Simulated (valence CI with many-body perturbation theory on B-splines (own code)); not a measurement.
**Forbidden lines of Lu³¹⁺**

Calculated by valence CI with perturbative core correlation (CI+MBPT): four valence electrons over a frozen Dirac-Fock core [Kr], radial functions for each j: 7 s, 7 p, 8 d, 6 f, 4 g, 1 h, with the one-electron correlation potential Σ1 (screened to all orders), the two-electron term Σ2, the three-electron term Σ3, Breit, model QED; selected single and double excitations, second order for the rest, scaled by the run's own slope (own B-spline code, finite nucleus).

No measured spectrum was set against this ion. As an estimate, large intervals hold to a few tenths of a per cent, small ones and those within an open d or f shell to about a per cent. The list stops below the first excitations out of the core.

Lines 51 to 100 of 119 in falling wavelength, among levels below 115.838 eV, chosen from the decays that carry over 1 % of a level's rate. Wavelengths and rates use the calculated energies. S is in atomic units (e²a₀⁴ for E2 and M2, e²a₀⁶ for E3), for M1 in squared Bohr magnetons. Weak lines are less certain than strong ones. Lines between different terms over intervals too small for the method are left out, as are lines whose strength nearly cancels. The highest levels of a list are the least certain.

Levels are named by their leading jj configuration (3d3/2^4 stands for four electrons in 3d with j = 3/2), which in mixed levels can hold well under half, so a name can repeat and another be missing. Letters in brackets count levels of one name in rising energy.

```
λ vac (nm)                      Upper                      Lower  Type   A (s⁻¹)  S (a.u.)
     85.26    (4d3/2 4d5/2^3) J=2 [a]  (4d3/2^2 4d5/2^2) J=2 [b]    M1  1.11e+04  1.27e+00
     85.10    (4d3/2 4d5/2^3) J=3 [c]  (4d3/2^2 4d5/2^2) J=4 [c]    M1  1.23e+04  1.97e+00
     84.99  (4d3/2^2 4d5/2^2) J=3 [b]        (4d3/2^3 4d5/2) J=3    M1  2.38e+03  3.79e-01
     84.91  (4d3/2^2 4d5/2^2) J=4 [b]        (4d3/2^3 4d5/2) J=3    M1  4.26e+03  8.70e-01
     84.83    (4d3/2 4d5/2^3) J=4 [a]  (4d3/2^2 4d5/2^2) J=3 [a]    M1  1.26e+04  2.57e+00
     83.81        (4d3/2 4d5/2^3) J=5      (4d3/2^2 4d5/2^2) J=5    M1  8.26e+03  1.98e+00
     82.91    (4d3/2 4d5/2^3) J=2 [a]  (4d3/2^2 4d5/2^2) J=3 [b]    M1  1.48e+04  1.56e+00
     82.65  (4d3/2^2 4d5/2^2) J=2 [b]        (4d3/2^3 4d5/2) J=3    M1  8.46e+01  8.85e-03
     81.90        (4d3/2 4d5/2^3) J=0      (4d3/2^2 4d5/2^2) J=1    M1  2.12e+04  4.32e-01
     81.68    (4d3/2 4d5/2^3) J=4 [a]  (4d3/2^2 4d5/2^2) J=4 [a]    M1  3.30e+04  6.00e+00
     81.51    (4d3/2 4d5/2^3) J=3 [b]  (4d3/2^2 4d5/2^2) J=2 [b]    M1  6.74e+03  9.47e-01
     81.42  (4d3/2^2 4d5/2^2) J=2 [d]  (4d3/2^2 4d5/2^2) J=2 [a]    M1  1.30e+02  1.30e-02
     81.41  (4d3/2^2 4d5/2^2) J=2 [a]        (4d3/2^3 4d5/2) J=1    M1  3.12e+04  3.12e+00
     81.40              (4d5/2^4) J=4        (4d3/2 4d5/2^3) J=5    M1  1.08e+04  1.94e+00
     81.25    (4d3/2 4d5/2^3) J=3 [a]  (4d3/2^2 4d5/2^2) J=2 [a]    M1  3.22e+04  4.49e+00
     81.05    (4d3/2 4d5/2^3) J=4 [b]  (4d3/2^2 4d5/2^2) J=4 [c]    M1  1.20e+04  2.14e+00
     80.92        (4d3/2 4d5/2^3) J=6      (4d3/2^2 4d5/2^2) J=5    M1  1.41e+04  3.59e+00
     79.42    (4d3/2 4d5/2^3) J=3 [b]  (4d3/2^2 4d5/2^2) J=4 [b]    M1  4.91e+03  6.38e-01
     79.35    (4d3/2 4d5/2^3) J=3 [b]  (4d3/2^2 4d5/2^2) J=3 [b]    M1  1.41e+04  1.83e+00
     79.33    (4d3/2 4d5/2^3) J=3 [c]  (4d3/2^2 4d5/2^2) J=2 [c]    M1  9.01e+03  1.17e+00
     79.24    (4d3/2 4d5/2^3) J=1 [b]  (4d3/2^2 4d5/2^2) J=2 [c]    M1  1.31e+04  7.22e-01
     78.05  (4d3/2^2 4d5/2^2) J=3 [b]        (4d3/2^3 4d5/2) J=4    M1  1.32e+04  1.63e+00
     77.99  (4d3/2^2 4d5/2^2) J=4 [b]        (4d3/2^3 4d5/2) J=4    M1  1.97e+02  3.12e-02
     77.37  (4d3/2^2 4d5/2^2) J=3 [b]        (4d3/2^3 4d5/2) J=2    M1  7.08e+02  8.51e-02
     75.43  (4d3/2^2 4d5/2^2) J=2 [b]        (4d3/2^3 4d5/2) J=2    M1  4.35e+03  3.46e-01
     74.19    (4d3/2 4d5/2^3) J=2 [a]      (4d3/2^2 4d5/2^2) J=1    M1  8.15e+03  6.17e-01
     72.96    (4d3/2 4d5/2^3) J=1 [a]  (4d3/2^2 4d5/2^2) J=2 [a]    M1  2.94e+04  1.27e+00
     72.43        (4d3/2 4d5/2^3) J=5  (4d3/2^2 4d5/2^2) J=4 [a]    M1  4.51e+03  6.99e-01
     72.21              (4d5/2^4) J=4    (4d3/2 4d5/2^3) J=4 [a]    M1  3.65e+04  4.59e+00
     71.83              (4d5/2^4) J=4    (4d3/2 4d5/2^3) J=3 [a]    M1  2.74e+04  3.39e+00
     71.17    (4d3/2 4d5/2^3) J=2 [b]  (4d3/2^2 4d5/2^2) J=2 [c]    M1  1.32e+04  8.82e-01
     69.32    (4d3/2 4d5/2^3) J=1 [a]  (4d3/2^2 4d5/2^2) J=0 [a]    M1  2.97e+04  1.10e+00
     63.99  (4d3/2^2 4d5/2^2) J=2 [c]        (4d3/2^3 4d5/2) J=3    M1  2.99e+04  1.45e+00
     63.63    (4d3/2 4d5/2^3) J=2 [a]  (4d3/2^2 4d5/2^2) J=3 [a]    M1  1.54e+04  7.35e-01
     61.93    (4d3/2 4d5/2^3) J=1 [b]  (4d3/2^2 4d5/2^2) J=2 [b]    M1  1.11e+03  2.94e-02
     61.51    (4d3/2 4d5/2^3) J=3 [b]  (4d3/2^2 4d5/2^2) J=3 [a]    M1  4.55e+03  2.75e-01
     60.77    (4d3/2 4d5/2^3) J=3 [c]  (4d3/2^2 4d5/2^2) J=4 [b]    M1  1.42e+03  8.29e-02
     60.67  (4d3/2^2 4d5/2^2) J=4 [c]        (4d3/2^3 4d5/2) J=3    M1  9.02e+03  6.72e-01
     59.84    (4d3/2 4d5/2^3) J=3 [b]  (4d3/2^2 4d5/2^2) J=4 [a]    M1  5.46e+03  3.04e-01
     59.57  (4d3/2^2 4d5/2^2) J=2 [c]        (4d3/2^3 4d5/2) J=2    M1  8.17e+03  3.20e-01
     59.35    (4d3/2 4d5/2^3) J=3 [b]  (4d3/2^2 4d5/2^2) J=2 [a]    M1  9.24e+02  5.01e-02
     59.30  (4d3/2^2 4d5/2^2) J=2 [b]        (4d3/2^3 4d5/2) J=1    M1  1.71e+03  6.60e-02
     58.63    (4d3/2 4d5/2^3) J=4 [b]  (4d3/2^2 4d5/2^2) J=3 [b]    M1  1.09e+04  7.30e-01
     58.29  (4d3/2^2 4d5/2^2) J=0 [b]      (4d3/2^2 4d5/2^2) J=1    M1  1.61e+04  1.18e-01
     57.92              (4d5/2^4) J=4  (4d3/2^2 4d5/2^2) J=4 [c]    M1  6.80e+03  4.41e-01
     56.89    (4d3/2 4d5/2^3) J=2 [b]  (4d3/2^2 4d5/2^2) J=2 [b]    M1  1.30e+03  4.45e-02
     55.87    (4d3/2 4d5/2^3) J=1 [b]      (4d3/2^2 4d5/2^2) J=1    M1  6.63e+03  1.29e-01
     55.83    (4d3/2 4d5/2^3) J=2 [b]  (4d3/2^2 4d5/2^2) J=3 [b]    M1  4.12e+03  1.33e-01
     51.84    (4d3/2 4d5/2^3) J=4 [b]      (4d3/2^2 4d5/2^2) J=5    M1  1.58e+04  7.34e-01
     51.74    (4d3/2 4d5/2^3) J=2 [b]      (4d3/2^2 4d5/2^2) J=1    M1  6.79e+03  1.74e-01
```
